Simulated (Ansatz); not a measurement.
Born–Oppenheimer molecular dynamics of ClH₅O₂W (9 atoms, charge 0, multiplicity 1). It starts from a relaxed structure.

Method: RHF/def2-SVP in Ansatz.

| Property | Result |
| --- | --- |
| ensemble | NVT, Nosé–Hoover chain |
| time step | 0.5 fs |
| steps asked | 100 |
| set temperature | 200 K |
| thermostat | time constant 100 fs, chain length 5 |
| seed | 943371 |

First frame:

```xyz
9
Properties=species:S:1:pos:R:3
W 0.258 0.281 0.248
O -0.278 -0.070 2.010
H -0.911 -0.628 2.433
Cl 2.470 -0.327 -0.208
O -0.169 2.031 -0.270
H -0.745 2.437 -0.899
H -1.306 -0.082 -0.153
H -0.123 -1.307 -0.048
H -0.070 -0.119 -1.328
```

How far do the bonds stretch over the last three quarters of this one trajectory? (Pairs bonded in most of those frames.)


```
  bond  mean (Å)  spread (Å)  shortest  longest
 W1–O2     1.883       0.014      1.86     1.90
W1–Cl4     2.324       0.023      2.30     2.37
 W1–O5     1.872       0.014      1.86     1.90
 W1–H7     1.653       0.009      1.64     1.67
 W1–H8     1.662       0.014      1.64     1.69
 W1–H9     1.660       0.015      1.63     1.68
 O2–H3     0.945       0.007      0.93     0.96
 O5–H6     0.945       0.001      0.94     0.95
```

Mean temperature of the second half: 101 K. The conserved energy stayed within 0.039 meV per atom of its start (net change 0.033 meV per atom), so the integration is sound. The mean temperature of the second half is 50 % below the set value. A run of 0.05 ps of so small a system gives no equilibrium averages.

Run time: 100 s on 1 thread of AMD EPYC 9R45 96-Core Processor (Zen 5), on a shared host, peak memory 0.22 GiB.
